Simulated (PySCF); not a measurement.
The vertical singlet excitations below were computed for one of the candidates. Level of theory: PySCF, TDDFT PBE0/def2-SVPD, vertical, gas phase, core orbitals frozen in the response. Geometries: GFN2-xTB, one conformer each.

```tsv
state	λ (nm)	f
S1	185.8	0.016
S2	176.8	0.0078
S3	166.9	0.0041
S4	162.9	0.012
S5	162.3	0.0030
S6	159.1	0.0083
```

Triplets computed (Tamm–Dancoff): 6.29, 6.74 eV.

Problem. Which structure fits? All have the formula C5H9ClO.
A. `C[C@@]1(CCl)CCO1`
B. `COC/C(C)=C\Cl`
C. `C/C=C(/CO)CCl`
D. `O=C(Cl)CC(C)C`
E. `CO/C=C(/C)CCl`

Solution. A. Its S1, at 6.67 eV, is the highest among the candidates; the nearest of the others has S1 at 6.02 eV. S1 is HOMO→LUMO (94%). Löwdin shares by element: HOMO oxygen 52%, carbon 16% or more, chlorine 7% (atoms not listed hold the other 25%); LUMO chlorine 46%, carbon 19% or more, oxygen 9%, hydrogen 4% or more (atoms not listed hold the other 22%). At the same level the other candidates give, for their lowest levels:
- `COC/C(C)=C\Cl`: 206 nm (f 0.002); 191 nm (f 0.294); 188 nm (f 0.001); 182 nm (f 0.005); 173 nm (f 0.013); T1 4.11 eV; HOMO -7.24, LUMO -0.21 eV
- `CO/C=C(/C)CCl`: 220 nm (f 0.234); 206 nm (f 0.097); 189 nm (f 0.038); 187 nm (f 0.001); 186 nm (f 0.003); T1 3.80 eV; HOMO -6.49, LUMO -0.13 eV
- `C/C=C(/CO)CCl`: 206 nm (f 0.110); 194 nm (f 0.023); 189 nm (f 0.100); 185 nm (f 0.032); 183 nm (f 0.062); T1 4.06 eV; HOMO -7.43, LUMO -0.59 eV
- `CC(C)CC(=O)Cl`: 238 nm (f 0.000); 197 nm (f 0.000); 181 nm (f 0.015); 167 nm (f 0.002); 164 nm (f 0.017); T1 4.66 eV; HOMO -8.58, LUMO -1.13 eV

The values belong to the conformer `[CH3:1][C@@:2]1([CH2:3][Cl:4])[CH2:5][CH2:6][O:7]1`: C1–C2–C3–Cl4 68°.

Without π bonds the low states may be Rydberg-like; a valence basis with one diffuse set may place them up to an eV too high.
